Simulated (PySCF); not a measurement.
methyl(prop-1-en-2-yl)silane (C₄H₁₀Si), SMILES C=C(C)[SiH2]C. Atoms are numbered in the order given.

```xyz
15

C     -1.0387    -1.5724     0.9254
C     -0.8017    -0.3949     0.3060
C     -1.8677     0.3240    -0.4850
Si     0.9147     0.3946     0.4112
C      1.6783     0.6103    -1.3079
H     -2.0300    -2.0609     0.8792
H     -0.2594    -2.0960     1.5037
H     -1.5628     0.4604    -1.5454
H     -2.0467     1.3451    -0.0835
H     -2.8329    -0.2232    -0.4761
H      0.8007     1.7537     1.0608
H      1.7936    -0.4745     1.2726
H      1.7830    -0.3693    -1.8163
H      1.0453     1.2627    -1.9432
H      2.6826     1.0750    -1.2394
```
Charge 0, spin multiplicity 1.

Coordinates come from a PBE-D3(BJ)/def2-SVP optimisation. Other conformers were not sampled.

All values below come from PBE-D3(BJ)/def2-SVP run with PySCF 2.14.0.

Frequencies are harmonic and unscaled.

```csv
mode,ν (cm⁻¹),IR (km/mol),moving atoms (share of kinetic energy)
1,54,0.2,"C 52 %, H 37 %, Si 11 %"
2,143,0.0,"C 44 %, H 44 %, Si 12 %"
3,156,0.1,"H 85 %, C 14 %"
4,171,0.5,H 93 %
5,249,0.2,"C 49 %, H 41 %, Si 10 %"
6,351,2.3,"C 44 %, H 34 %, Si 22 %"
7,391,7.5,"C 58 %, H 36 %"
8,482,9.9,"H 86 %, Si 9 %"
9,591,2.5,"C 55 %, H 28 %, Si 17 %"
10,644,13.0,H 92 %
11,672,3.3,"H 58 %, C 30 %, Si 13 %"
12,692,24.6,"H 60 %, C 21 %, Si 19 %"
13,743,42.1,"H 73 %, C 15 %, Si 12 %"
14,855,33.4,"H 78 %, C 17 %"
15,871,215.1,"H 79 %, Si 11 %, C 9 %"
16,907,46.8,H 91 %
17,911,60.9,"H 77 %, C 22 %"
18,935,5.7,"C 52 %, H 48 %"
19,970,1.8,"H 75 %, C 25 %"
20,1012,0.1,"H 66 %, C 34 %"
21,1190,2.7,"C 66 %, H 33 %"
22,1213,14.5,"H 79 %, C 21 %"
23,1332,2.7,"H 79 %, C 21 %"
24,1369,0.8,"H 85 %, C 15 %"
25,1384,7.4,H 96 %
26,1385,2.0,H 96 %
27,1399,8.1,H 97 %
28,1411,11.6,H 94 %
29,1636,1.7,"C 90 %, H 10 %"
30,2132,120.1,H 97 %
31,2154,109.7,H 97 %
32,2949,21.4,H 97 %
33,2977,3.5,H 97 %
34,3022,10.5,"H 91 %, C 9 %"
35,3038,20.0,H 94 %
36,3048,15.2,"H 91 %, C 9 %"
37,3076,4.1,"H 91 %, C 9 %"
38,3080,3.2,"H 91 %, C 9 %"
39,3139,9.1,"H 90 %, C 10 %"
```
